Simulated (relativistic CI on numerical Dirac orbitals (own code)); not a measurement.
## Calculated levels, Kr XII

These numbers are calculated, not measured: Dirac-Coulomb-Breit CI, separate exchange-only KLI orbitals for each configuration, a model potential for QED, unscaled Slater integrals (own radial code, finite nucleus).

Configuration list (outside the closed core [Ne]): 3s2 3p6 3d7, 3s2 3p5 3d8, 3s2 3p4 3d9, 3s 3p6 3d8, 3s2 3p6 3d6 4s, 3s2 3p6 3d6 4p, 3p6 3d9, 3s2 3p6 3d6 4d, 3s2 3p6 3d5 4s2, 3s2 3p6 3d5 4s 4p, 3s 3p5 3d9, 3s2 3p6 3d6 4f, 3s2 3p6 3d6 5s, 3s2 3p6 3d5 4p2, 3s2 3p6 3d6 5p, 3s2 3p5 3d7 4s. Levels of other configurations are missing.

| No. | Configuration | Term | J | E (cm⁻¹) | % | Next component (%) | Lifetime (s) |
| --- | --- | --- | --- | --- | --- | --- | --- |
| 41 | 3s2 3p5 3d8 | 4D° | 5/2 | 1029764 | 37 | 28 4P° | 7.89e-12 |
| 42 | 3s2 3p5 3d8 | 2P° | 1/2 | 1035427 | 63 | 22 4D° | 3.29e-12 |
| 43 | 3s2 3p5 3d8 | 4D° | 5/2 | 1047981 | 75 | 13 2D° | 2.68e-12 |
| 44 | 3s2 3p6 3d6 4s | 6D | 9/2 | 1049592 | 98 | 2 4F | 1.70e-05 |
| 45 | 3s2 3p5 3d8 | 4D° | 3/2 | 1050224 | 71 | 12 2P° | 2.72e-12 |
| 46 | 3s2 3p5 3d8 | 4P° | 1/2 | 1051983 | 39 | 33 2P° | 4.49e-12 |
| 47 | 3s2 3p6 3d6 4s | 6D | 7/2 | 1054456 | 98 | 1 4D | 6.31e-06 |
| 48 | 3s2 3p5 3d8 | 4D° | 7/2 | 1054918 | 76 | 13 4F° | 2.55e-12 |
| 49 | 3s2 3p6 3d6 4s | 6D | 5/2 | 1057629 | 98 | 1 4P | 1.04e-05 |
| 50 | 3s2 3p6 3d6 4s | 6D | 3/2 | 1059768 | 97 | 2 4P | 1.18e-05 |
| 51 | 3s2 3p6 3d6 4s | 6D | 1/2 | 1061030 | 97 | 2 4P | 1.46e-05 |
| 52 | 3s2 3p5 3d8 | 4D° | 1/2 | 1064894 | 63 | 24 4P° | 3.40e-12 |
| 53 | 3s2 3p5 3d8 | 2P° | 3/2 | 1067130 | 68 | 14 2D° | 3.04e-12 |
| 54 | 3s2 3p6 3d6 4s | 4D | 7/2 | 1070331 | 96 | 2 2F | 8.27e-08 |
| 55 | 3s2 3p6 3d6 4s | 4D | 5/2 | 1075861 | 97 | 1 4P | 8.33e-08 |
| 56 | 3s2 3p6 3d6 4s | 4D | 3/2 | 1078906 | 96 | 2 2P | 8.33e-08 |
| 57 | 3s2 3p6 3d6 4s | 4D | 1/2 | 1080737 | 97 | 3 2P | 8.34e-08 |
| 58 | 3s2 3p5 3d8 | 4S° | 3/2 | 1084274 | 59 | 28 2P° | 2.78e-12 |
| 59 | 3s2 3p5 3d8 | 2H° | 9/2 | 1086839 | 83 | 15 2G° | 7.44e-12 |
| 60 | 3s2 3p5 3d8 | 2F° | 5/2 | 1088427 | 68 | 23 2D° | 4.09e-12 |
| 61 | 3s2 3p5 3d8 | 2P° | 3/2 | 1107480 | 56 | 24 4S° | 3.87e-12 |
| 62 | 3s2 3p6 3d6 4s | 4H | 13/2 | 1107517 | 97 | 3 2I | 2.59e-07 |
| 63 | 3s2 3p5 3d8 | 2D° | 5/2 | 1108294 | 56 | 37 2F° | 3.54e-12 |
| 64 | 3s2 3p6 3d6 4s | 4H | 9/2 | 1108716 | 60 | 18 4G | 2.42e-07 |
| 65 | 3s2 3p6 3d6 4s | 4H | 11/2 | 1108740 | 87 | 11 4G | 2.64e-07 |
| 66 | 3s2 3p6 3d6 4s | 4H | 7/2 | 1109739 | 69 | 12 4G | 2.46e-07 |
| 67 | 3s2 3p6 3d6 4s | 4P | 5/2 | 1110879 | 94 | 3 4D | 2.76e-07 |
| 68 | 3s2 3p5 3d8 | 2F° | 7/2 | 1114304 | 89 | 5 2G° | 2.96e-12 |
| 69 | 3s2 3p6 3d6 4s | 4F | 9/2 | 1114503 | 50 | 28 4H | 1.78e-07 |
| 70 | 3s2 3p6 3d6 4s | 4F | 7/2 | 1117496 | 69 | 18 4H | 2.35e-07 |
| 71 | 3s2 3p6 3d6 4s | 2H | 11/2 | 1118088 | 66 | 28 4G | 1.29e-07 |
| 72 | 3s2 3p6 3d6 4s | 4P | 3/2 | 1118373 | 51 | 38 2P | 1.36e-07 |
| 73 | 3s2 3p6 3d6 4s | 4F | 5/2 | 1118431 | 80 | 17 4G | 2.42e-07 |
| 74 | 3s2 3p6 3d6 4s | 4F | 3/2 | 1120137 | 93 | 2 4P | 2.42e-07 |
| 75 | 3s2 3p6 3d6 4s | 2H | 9/2 | 1123132 | 74 | 13 4F | 1.14e-07 |
| 76 | 3s2 3p6 3d6 4s | 4G | 11/2 | 1125738 | 60 | 28 2H | 1.75e-07 |
| 77 | 3s2 3p6 3d6 4s | 2F | 7/2 | 1126688 | 57 | 16 2G | 1.11e-07 |
| 78 | 3s2 3p6 3d6 4s | 4G | 5/2 | 1127324 | 52 | 32 2F | 1.58e-07 |
| 79 | 3s2 3p6 3d6 4s | 4G | 9/2 | 1127422 | 75 | 11 4F | 2.22e-07 |
| 80 | 3s2 3p6 3d6 4s | 4P | 1/2 | 1127588 | 86 | 9 2S | 2.25e-07 |
| 81 | 3s2 3p6 3d6 4s | 4G | 7/2 | 1130312 | 67 | 15 2F | 1.84e-07 |
| 82 | 3s2 3p6 3d6 4s | 2P | 3/2 | 1130432 | 53 | 41 4P | 1.18e-07 |
| 83 | 3s2 3p6 3d6 4s | 2F | 5/2 | 1134505 | 64 | 31 4G | 1.13e-07 |
| 84 | 3s2 3p6 3d6 4s | 2G | 9/2 | 1137285 | 85 | 10 2H | 1.07e-07 |
| 85 | 3s2 3p6 3d6 4s | 2P | 1/2 | 1137321 | 68 | 22 4D | 9.79e-08 |
| 86 | 3s2 3p6 3d6 4s | 2G | 7/2 | 1141368 | 85 | 12 2F | 9.35e-08 |
| 87 | 3s2 3p6 3d6 4s | 2I | 13/2 | 1141838 | 97 | 3 4H | 1.82e-07 |
| 88 | 3s2 3p6 3d6 4s | 2I | 11/2 | 1142315 | 94 | 5 2H | 1.91e-07 |
| 89 | 3s2 3p6 3d6 4s | 4D | 5/2 | 1142337 | 91 | 4 2D | 2.23e-07 |
| 90 | 3s2 3p6 3d6 4s | 4D | 3/2 | 1142647 | 92 | 4 4P | 2.38e-07 |
| 91 | 3s2 3p5 3d8 | 2D° | 3/2 | 1143197 | 68 | 25 2P° | 3.17e-12 |
| 92 | 3s2 3p6 3d6 4s | 4D | 7/2 | 1143629 | 96 | 1 2F | 2.19e-07 |
| 93 | 3s2 3p6 3d6 4s | 4D | 1/2 | 1144152 | 78 | 18 2P | 1.91e-07 |
| 94 | 3s2 3p5 3d8 | 2P° | 1/2 | 1149618 | 92 | 5 4D° | 5.29e-12 |
| 95 | 3s2 3p5 3d8 | 2F° | 7/2 | 1149693 | 66 | 28 2G° | 1.73e-12 |
| 96 | 3s2 3p6 3d6 4s | 2G | 9/2 | 1150279 | 86 | 6 4F | 1.22e-07 |
| 97 | 3s2 3p6 3d6 4s | 2G | 7/2 | 1150830 | 82 | 12 2F | 1.37e-07 |
| 98 | 3s2 3p6 3d6 4s | 2D | 3/2 | 1154237 | 94 | 4 2P | 8.20e-08 |
| 99 | 3s2 3p6 3d6 4s | 2D | 5/2 | 1155196 | 95 | 3 2F | 8.99e-08 |
| 100 | 3s2 3p6 3d6 4s | 2S | 1/2 | 1164991 | 76 | 13 4P | 1.26e-07 |
| 101 | 3s2 3p5 3d8 | 2F° | 5/2 | 1165193 | 88 | 7 2D° | 1.57e-12 |
| 102 | 3s2 3p6 3d6 4s | 2D | 5/2 | 1168476 | 90 | 3 4D | 1.45e-07 |
| 103 | 3s2 3p6 3d6 4s | 2D | 3/2 | 1168901 | 93 | 3 4F | 1.57e-07 |
| 104 | 3s2 3p6 3d6 4s | 2F | 7/2 | 1179599 | 88 | 11 4F | 1.32e-07 |
| 105 | 3s2 3p6 3d6 4s | 2F | 5/2 | 1179755 | 90 | 8 4F | 1.32e-07 |
| 106 | 3s2 3p5 3d8 | 2G° | 9/2 | 1191537 | 94 | 3 3s2 3p6 3d6 4p 2G° | 1.21e-12 |
| 107 | 3s2 3p6 3d6 4s | 4P | 1/2 | 1192770 | 93 | 4 2S | 1.48e-07 |
| 108 | 3s2 3p6 3d6 4s | 4P | 3/2 | 1196662 | 95 | 3 2P | 1.50e-07 |
| 109 | 3s2 3p6 3d6 4s | 4F | 9/2 | 1198254 | 96 | 3 2G | 1.40e-07 |
| 110 | 3s2 3p6 3d6 4s | 4F | 3/2 | 1198698 | 98 | 1 2D | 1.24e-07 |

Energies count from the lowest computed level; ° marks odd parity; lifetimes are radiative, by E1, M1, E2, M2 decay to levels of this space only.

The mean weight of the leading LS term, summed over parents, in these 70 levels is 79 %, and that of the leading jj configuration (from the same eigenvectors) 53 %, so LS coupling describes them better.

At this charge energies of transitions that change n are usually good to better than 1 %, and those within a shell (Δn = 0) to a few per cent. Terms inside the open d or f shell come out 10 to 20 % too wide with unscaled integrals.

LS names give the leading component of a level, which can be under half, so a name can repeat, a term be missing and a line seem to break the LS rules.
